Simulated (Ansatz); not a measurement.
```xyz
18

C     0.0000    0.0000    0.0000
C     1.1691    0.6750    0.0000
C     2.4249   -0.0500    0.0000
C     3.5940    0.6250    0.0000
C     4.8497   -0.1000    0.0000
C     5.7266    0.0688    1.0125
C     6.9823   -0.6562    1.0125
C     7.8592   -0.4875    2.0250
H     0.0000   -1.0900    0.0000
H    -0.9440    0.5450    0.0000
H     1.1691    1.7650    0.0000
H     2.4249   -1.1400    0.0000
H     3.5940    1.7150    0.0000
H     5.0857   -0.7812   -0.8175
H     5.4906    0.7500    1.8300
H     7.2183   -1.3375    0.1950
H     7.6232    0.1938    2.8425
H     8.8032   -1.0325    2.0250
```

Basis set: def2-TZVP (spherical functions). Charge 0, multiplicity 3.

Computed with Ansatz (development build ahead of 0.2.0); each method stands on the lowest determinant of its kind that the runs found. Restricted functionals stand beside restricted open-shell atoms, which can lie above the unrestricted atoms usual in DFT and then raise those values.

Question: Give the atomization energy at this shape (free ground-state atoms in the same class of orbitals less the molecule, no zero-point energy) of triplet C8H10 by ωB97X (unrestricted), PBE0 (unrestricted), PBE0 (restricted open-shell).

Answer:

```csv
method,atomization energy
ωB97X (unrestricted),79.12 eV
PBE0 (unrestricted),80.28 eV
PBE0 (restricted open-shell),80.58 eV
```

Caution: another spin multiplicity may lie lower.

The shape needn't be a minimum at these levels.
